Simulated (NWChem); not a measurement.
System meant: SiH4S2O; SMILES O[SiH](S)S

Here is an NWChem input.

```
start job
memory heap 200 mb stack 900 mb global 1100 mb
geometry units angstroms noautoz
  Si    -0.205462    -0.105448    -0.260701
  O     -1.732226    -0.063771     0.391324
  S      1.156872     1.371369     0.481056
  S      0.604353    -1.972093     0.358199
  H     -0.285576     0.088678    -1.737812
  H     -2.278009     0.699064     0.174562
  H      1.067222     2.140346    -0.626449
  H     -0.607944    -2.571023     0.381483
end
basis spherical
  * library def2-svp
end
dft
  odft
  mult 2
  xc xpbe96 cpbe96
  iterations 150
  mulliken
end
task dft energy
```

End of the output:

```
 Summary of "ao basis" -> "" (spherical)
 ------------------------------------------------------------------------------
       Tag                 Description            Shells   Functions and Types
 ---------------- ------------------------------  ------  ---------------------
 *                          def2-svp                  on all atoms

  pbe96 is a nonlocal functional; adding pw91lda local functional.

                                 NWChem DFT Module
                                 -----------------

 Summary of "ao basis" -> "ao basis" (spherical)
 ------------------------------------------------------------------------------
       Tag                 Description            Shells   Functions and Types
 ---------------- ------------------------------  ------  ---------------------
 Si                         def2-svp                 8       18   4s3p1d
 O                          def2-svp                 6       14   3s2p1d
 S                          def2-svp                 8       18   4s3p1d
 H                          def2-svp                 3        5   2s1p

 Summary of "ao basis" -> "ao basis" (spherical)
 ------------------------------------------------------------------------------
       Tag                 Description            Shells   Functions and Types
 ---------------- ------------------------------  ------  ---------------------
 Si                         def2-svp                 8       18   4s3p1d
 O                          def2-svp                 6       14   3s2p1d
 S                          def2-svp                 8       18   4s3p1d
 H                          def2-svp                 3        5   2s1p

  number of electrons :                   58
  multiplicity        :                    2
 ------------------------------------------------------------------------
  no. of electrons and multiplicity not compatible                  58
 ------------------------------------------------------------------------
 ------------------------------------------------------------------------
  current input line :
    23: task dft energy
 ------------------------------------------------------------------------
 ------------------------------------------------------------------------
 There is an error in the input file
 ------------------------------------------------------------------------
 For more information see the NWChem manual at https://nwchemgit.github.io

0: no. of electrons and multiplicity not compatible:Received an Error in Communication
```

Problem. Find the fault in this run and fix the input.

Solution. The program refused the input. Cause: the multiplicity doesn't fit the number of electrons (an even count wants an odd multiplicity, and the reverse). This input runs:
```
start job
memory heap 200 mb stack 900 mb global 1100 mb
geometry units angstroms noautoz
  Si    -0.205462    -0.105448    -0.260701
  O     -1.732226    -0.063771     0.391324
  S      1.156872     1.371369     0.481056
  S      0.604353    -1.972093     0.358199
  H     -0.285576     0.088678    -1.737812
  H     -2.278009     0.699064     0.174562
  H      1.067222     2.140346    -0.626449
  H     -0.607944    -2.571023     0.381483
end
basis spherical
  * library def2-svp
end
dft
  xc xpbe96 cpbe96
  iterations 150
  mulliken
end
task dft energy
```
It converges to -1162.62525 Ha (PBE/def2-SVP).
